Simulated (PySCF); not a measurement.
## H₂TeS: fields on a plane

Method: PBE0 in PySCF with Te def2-TZVP with ECP28, S def2-TZVP, H def2-TZVP; scalar-relativistic core potentials, no spin–orbit coupling; density-fitted integrals.

The singlet minimum has Te–H 1.692 Å (×2), Te–S 2.244 Å; H–Te–H 86.5°, H–Te–S 104.9° (×2).

The plane holds Te1 at (0.00, 0.00), S2 at (2.24, 0.00), H3 at (-0.44, 1.64) Å. Columns run from x = -2.55 to 4.65 Å, rows from y = 4.05 (top) to -1.95 Å, in steps of 0.3 Å. Other isomers or separated fragments may lie lower. Core electrons replaced by a potential are absent, the electrostatic potential uses the reduced nuclear charge, and values within about 0.7 Å of such atoms have no physical meaning.

Give the lowest empty orbital (Å^-3/2) at -1.40 eV (cut at ±0.3; overall sign arbitrary). Lower edges of the bins (Å^-3/2): '0' -0.300, '1' -0.240, '2' -0.180, '3' -0.120, '4' -0.060, '5' 0.000, '6' 0.060, '7' 0.120, '8' 0.180, '9' 0.240; top 0.30.


```
4444444444444445555555544
4444444444444444555544444
4444444444444444444444444
4444433334444444444444444
4444333333344444444444444
4443322223344444444444444
4443321112334444444444444
4443210001334444444444444
4443210002344444444444444
4444321013444443333444444
4444433345555443333344444
4444455567765543222344444
5555556666665543223344444
5555555543455545944444444
4444444599544454055555555
4444432389423456676655555
4444321011113456776655555
4443321000012445666655555
4443321100123345565555555
4444332111223445555555555
4444333222233444555555555
```

Give the highest occupied orbital (Å^-3/2) at -6.39 eV (cut at ±0.3; overall sign arbitrary). Every second row and column.


```
 0.00  0.00  0.00  0.00  0.00  0.00  0.00  0.00  0.00  0.00  0.00  0.00  0.00
 0.00  0.00 -0.01 -0.01 -0.01 -0.01  0.00  0.00  0.00  0.00  0.00  0.00  0.00
 0.00 -0.01 -0.02 -0.03 -0.03 -0.02  0.00  0.01  0.01  0.01  0.01  0.00  0.00
 0.00 -0.01 -0.04 -0.08 -0.08 -0.03  0.01  0.03  0.04  0.03  0.02  0.01  0.00
 0.00 -0.02 -0.05 -0.16 -0.17 -0.03  0.03  0.08  0.11  0.09  0.05  0.02  0.01
 0.00 -0.01 -0.02 -0.06 -0.08  0.00  0.08  0.19  0.28  0.20  0.09  0.03  0.01
 0.01  0.02  0.04  0.07  0.04  0.00  0.07  0.22  0.30  0.28  0.09  0.03  0.01
 0.01  0.03  0.09  0.12 -0.26  0.02 -0.07 -0.18  0.30 -0.03  0.01  0.01  0.00
 0.01  0.04  0.08  0.14  0.12  0.03 -0.12 -0.30 -0.30 -0.20 -0.06 -0.01  0.00
 0.01  0.02  0.05  0.08  0.07  0.01 -0.08 -0.15 -0.18 -0.12 -0.05 -0.02 -0.01
 0.00  0.01  0.02  0.03  0.02  0.00 -0.04 -0.06 -0.07 -0.05 -0.03 -0.01  0.00
```
